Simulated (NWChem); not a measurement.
Molecule: CBrF$_{2}$, doublet; SMILES F[C](Br)F

Results from NWChem. Pople sets run with spherical d functions. Spin-unrestricted. In the optimisation the excess spin sits in a' (Cs, its own frame). The geometry was optimised at PBE-D3(BJ)/def2-SVP, spin-unrestricted. No stability test was run on the SCF state. Level: PBE0/6-31G* with SMD (1 M gas to 1 M solution), gas-phase geometry. Reactions with the solvent are ignored.

Problem. Among these, which solvent gives the highest value of “solvation free energy (kcal/mol)”?
A. n-hexane
B. tetrahydrofuran
C. water
D. ethanol

Solution. C, water. Values: n-hexane -0.5; ethanol 0.0; tetrahydrofuran 0.1; water 2.7
